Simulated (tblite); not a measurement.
A tight-binding relaxation on `C/C=C/C=C/C=C`.

Computed with GFN2-xTB geometry optimisation, gas phase (tblite 0.8.0). Start geometry: from a force field or distance geometry. The input is one job of a driver script: a line of settings, then coordinates in Å.

Input:
```
{"job": {"kind": "relax", "xc": "GFN2-xTB", "basis": "xTB"}, "charge": 0, "multiplicity": 1}
C      3.869900     0.439500     0.311400
C      2.732600    -0.224700     0.026100
C      1.428600     0.298500     0.297500
C      0.293800    -0.366500     0.007200
C     -1.025800     0.155800     0.281500
C     -2.154400    -0.519000    -0.006900
C     -3.521700     0.014800     0.250700
H      4.837400     0.007700     0.105100
H      3.854200     1.431800     0.752000
H      2.805400    -1.223100    -0.399500
H      1.360000     1.294000     0.732300
H      0.347600    -1.370700    -0.422400
H     -1.092200     1.152400     0.724000
H     -2.093500    -1.512600    -0.446600
H     -3.507400     1.021600     0.698300
H     -4.058100    -0.653000     0.952200
H     -4.083400     0.065800    -0.679700
```

Output:
```
step      E/eV     max force
  0    -544.39950    1.072
  1    -544.42198    0.667
  2    -544.43267    0.192
  3    -544.43686    0.102
  4    -544.43798    0.075
  5    -544.43851    0.058
  6    -544.43905    0.062
  7    -544.43943    0.053
  8    -544.43954    0.022
  9    -544.43959    0.018
 10    -544.43961    0.020
 11    -544.43964    0.011
 12    -544.43965    0.007
```

«max force» is the largest atomic force in eV/Å.

Q: From which step on does the largest force stay under 0.1 eV/Å, and how much energy is left to gain from there?

A: From step 4 (0.075 eV/Å), 1.7 meV above the end.

Main results: energy lowered by 0.9 kcal/mol over 12 steps; largest atomic force 0.007 eV/Å at the end.

Q: Where do the atoms end?

A: 0.015 Å rms from the input after alignment:
```
atom  x, y, z in Å
C1     3.8665    0.4366    0.3103
C2     2.7414   -0.2221    0.0380
C3     1.4251    0.2982    0.2920
C4     0.2899   -0.3675    0.0188
C5    -1.0254    0.1507    0.2743
C6    -2.1533   -0.5091    0.0002
C7    -3.5234    0.0129    0.2565
H8     4.8367    0.0167    0.1085
H9     3.8523    1.4224    0.7458
H10    2.7885   -1.2115   -0.3996
H11    1.3721    1.2874    0.7291
H12    0.3430   -1.3564   -0.4201
H13   -1.0769    1.1385    0.7157
H14   -2.1029   -1.4969   -0.4407
H15   -3.4889    1.0080    0.6929
H16   -4.0605   -0.6510    0.9346
H17   -4.0914    0.0551   -0.6733
```

Hardware: one thread of an Arm Neoverse V1, shared host. Cost: under 0.1 s wall.
Labels such as C1 count atoms from 1, the log's own numbers from 0.
